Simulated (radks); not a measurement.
The numbers below are computed, except where a source is named.
Spherical quantum dot in the effective-mass picture: electrons in a hard-walled sphere of radius 2.16, with a point charge +1 (a donor) at the centre, all in effective atomic units (hartree* = m*/eps^2 hartree, bohr* = eps/m* bohr), one dielectric constant everywhere. Level of theory: non-relativistic Kohn-Sham, r2SCAN, spin-polarised, spherical densities, generalised Kohn-Sham scheme (a radial shooting solver with Libxc functionals). Levels are named by radial order and angular momentum (1s, 1p, 1d, 2s, ...), and open shells are averaged over m.

N = 10, configuration 1s2 1p6 1d(up 2, down 0). This is the lowest configuration that the search found. Occupied and some empty levels:

level,occupation,eigenvalue (hartree*),<r> (bohr*)
1s up,1,6.2742,1.150
1s down,1,6.3362,1.129
1p up,3,7.2727,1.352
1p down,3,7.3801,1.345
1d up,2,8.5597,1.450
1d down,0,8.6877,1.448
2s up,0,9.1533,0.9987
2s down,0,9.2078,1.018
1f up,0,10.171,1.518
1f down,0,10.310,1.518
2p up,0,11.707,1.128
2p down,0,11.769,1.131

Energy (hartree*): total 41.9819, kinetic 22.702, external -8.4652, Hartree 33.895, exchange-correlation -6.1500.
